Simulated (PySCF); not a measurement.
SCF from a fresh guess for quartet TcSBr₂, at the PBE0 minimum. PySCF input:

```python
from pyscf import gto, scf, dft
mol = gto.M(atom='''
Tc    -0.000000     0.000000    -0.302470
S     -0.000000    -0.000000    -2.380060
Br    -2.168610    -0.000000     0.671650
Br     2.168610    -0.000000     0.671650''',
    basis={'Tc': 'def2-SVP', 'S': 'def2-SVP', 'Br': 'def2-SVP'},
    ecp={'Tc': 'def2-SVP'},
    charge=0, spin=3)
mf = dft.UKS(mol, xc='PBE0')
mf.grids.atom_grid = (50, 194)
aux = {'Tc': 'def2-universal-JKFIT', 'S': 'def2-universal-JKFIT', 'Br': 'def2-universal-JKFIT'}
mf = mf.density_fit(auxbasis=aux)
mf.conv_tol = 1e-08
mf.diis_space = 10
mf.max_cycle = 60
mf.init_guess = 'minao'
mf.verbose = 4
mf.kernel()
```

Excerpt of the output (cycles alone):

```
init E= -5615.38010791788
cycle= 1 E= -5625.7686807214  delta_E= -10.4  |g|= 0.472  |ddm|= 2.52
cycle= 2 E= -5625.00955650165  delta_E= 0.759  |g|= 1.22  |ddm|= 1.61
cycle= 3 E= -5625.8720522628  delta_E= -0.862  |g|= 0.248  |ddm|= 1.35
cycle= 4 E= -5625.8978275673  delta_E= -0.0258  |g|= 0.137  |ddm|= 0.422
cycle= 5 E= -5625.91042009693  delta_E= -0.0126  |g|= 0.0445  |ddm|= 0.216
cycle= 6 E= -5625.91143392249  delta_E= -0.00101  |g|= 0.0186  |ddm|= 0.053
cycle= 7 E= -5625.91177262696  delta_E= -0.000339  |g|= 0.00837  |ddm|= 0.0309
cycle= 8 E= -5625.91195430947  delta_E= -0.000182  |g|= 0.00265  |ddm|= 0.0374
cycle= 9 E= -5625.91199097163  delta_E= -3.67e-05  |g|= 0.00211  |ddm|= 0.0172
cycle= 10 E= -5625.91200728377  delta_E= -1.63e-05  |g|= 0.000698  |ddm|= 0.013
cycle= 11 E= -5625.91201052253  delta_E= -3.24e-06  |g|= 0.000283  |ddm|= 0.00729
cycle= 12 E= -5625.91201080226  delta_E= -2.8e-07  |g|= 0.000126  |ddm|= 0.00192
cycle= 13 E= -5625.91201084524  delta_E= -4.3e-08  |g|= 2.58e-05  |ddm|= 0.000809
cycle= 14 E= -5625.91201084709  delta_E= -1.86e-09  |g|= 8.88e-06  |ddm|= 0.000138
Extra cycle  E= -5625.91201084719  delta_E= -9.82e-11  |g|= 1.21e-05  |ddm|= 3.52e-05
converged SCF energy = -5625.91201084719  <S^2> = 3.8092449  2S+1 = 4.0295136
```

No lower solution of this spin was found from smeared starts or by a stability analysis within the unrestricted form.

Open d and f shells are described by one determinant, and the ground state may have another occupation or spin.

The search for the lowest solution, 3 starts and the stability check together, took 21 s on 4 threads of a shared Arm Neoverse V2 host, with 113 basis functions; the process peaked at 0.53 GiB.
